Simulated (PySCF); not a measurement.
## Dipole response of Mo⁻ (molybdenum, charge -1)

[Kr] 4d5 5s2, high-spin 6S determinant. All numbers are calculated (PySCF 2.14, a scalar-relativistic core potential, in aug-cc-pwCVTZ-PP with ECP28MDF (8s8p7d4f3g, 122 functions)). Coupled (time-dependent) response in atomic units; α is the mean over directions.

```
 method  mean α (bohr³)  C₆ (like pair)   S(−4)
wB97X-V           419.9            8254  168900
```

S(−4) is the Cauchy moment in α(ω) = α(0) + S(−4) ω² + …

α(iu) at wB97X-V:

```
u (hartree)  α(iu) (bohr³)
          0          419.9
     0.0500          239.3
      0.100          128.3
      0.200          55.47
      0.300          32.83
      0.500          17.02
      0.750          10.00
       1.00          6.774
       1.50          3.812
       2.00          2.467
       3.00          1.274
       5.00         0.5153
```

A single London oscillator, α(iu) = α/(1 + u²/ω²), gives C₆ = (3/4) ω α². Matching the computed C₆ needs ω = 4 × 8254 / (3 × 419.9²) = 0.0624 hartree.

For an ion, C₆ is the dispersion term alone; charge-induced terms of lower order in 1/R come first.

Energies and moments cover only the electrons outside the core potential.
